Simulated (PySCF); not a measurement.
A species of formula C7H12N2O has this rotational fingerprint, computed with PBE0/pcSseg-1 in PySCF (dipole) on a GFN2-xTB geometry, gas phase:

```
Rotational constants : A = 1808, B = 926.8, C = 696.4 MHz
Dipole components    : |μa| = 3.83 D, |μb| = 1.19 D, |μc| = 0.22 D
Inertial defect      : -99.10 u·Å²
κ                    : -0.59
```

Question: Which candidate fits, each taken in the one conformer that was computed?
A. `[CH3:1][O:2][c:3]1[cH:4][cH:5][n:6][n:7]1[CH:8]([CH3:9])[CH3:10]` with C1–O2–C3–C4 0°, N6–N7–C8–C9 61°
B. `[CH2:1]=[CH:2][C:3]1=[N:4][N:5]([CH3:6])[CH2:7][C@@H:8]1[O:9][CH3:10]` with C1–C2–C3–N4 179°, C7–C8–O9–C10 79°
C. `[CH2:1]=[C:2]([CH3:3])[C@@H:4](/[CH:5]=[N:6]/[CH3:7])[NH:8][CH:9]=[O:10]` with C1–C2–C4–C5 -49°, C2–C4–C5–N6 114°, C2–C4–N8–C9 82°, C4–N8–C9–O10 -2°
D. `[CH3:1][C:2](=[O:3])[NH:4][C@@H:5]1[CH:6]=[N:7][CH2:8][CH2:9][CH2:10]1` with C1–C2–N4–C5 -177°, C2–N4–C5–C6 -129°, N4–C5–C6–N7 -144°, C6–N7–C8–C9 -12°, N7–C8–C9–C10 43°, C8–C9–C10–C5 -61°
E. `Cc1nnc(C(C)(C)C)o1`

Answer: C. It is C=C(C)[C@@H](/C=N/C)NC=O, an asymmetric top, point group C1. The candidates at the same level (rigid rotor, commonest isotopes):

| SMILES | A (MHz) | B (MHz) | C (MHz) | μa (D) | μb (D) | μc (D) | Δ (u·Å²) | point group | rotor |
| --- | --- | --- | --- | --- | --- | --- | --- | --- | --- |
| COc1ccnn1C(C)C | 1967 | 1095 | 832.1 | 1.98 | 1.99 | 0.00 | -111.25 | Cs | asymmetric top |
| C=CC1=NN(C)C[C@@H]1OC | 1793 | 1141 | 734.4 | 0.53 | 2.96 | 0.91 | -36.61 | C1 | asymmetric top |
| C=C(C)[C@@H](/C=N/C)NC=O | 1808 | 926.8 | 696.4 | 3.83 | 1.19 | 0.22 | -99.10 | C1 | asymmetric top |
| CC(=O)N[C@@H]1C=NCCC1 | 3333 | 695.6 | 650.6 | 0.15 | 0.09 | 3.31 | -101.34 | C1 | near-prolate asymmetric top |
| Cc1nnc(C(C)(C)C)o1 | 2795 | 905.6 | 808.5 | 0.54 | 3.50 | 0.00 | -113.79 | Cs | near-prolate asymmetric top |

`CC(=O)N[C@@H]1C=NCCC1` has A 84 % too high; `C=CC1=NN(C)C[C@@H]1OC` has B 23 % too high; `Cc1nnc(C(C)(C)C)o1` has A 55 % too high; `COc1ccnn1C(C)C` has C 19 % too high. No structure here is proved a minimum.
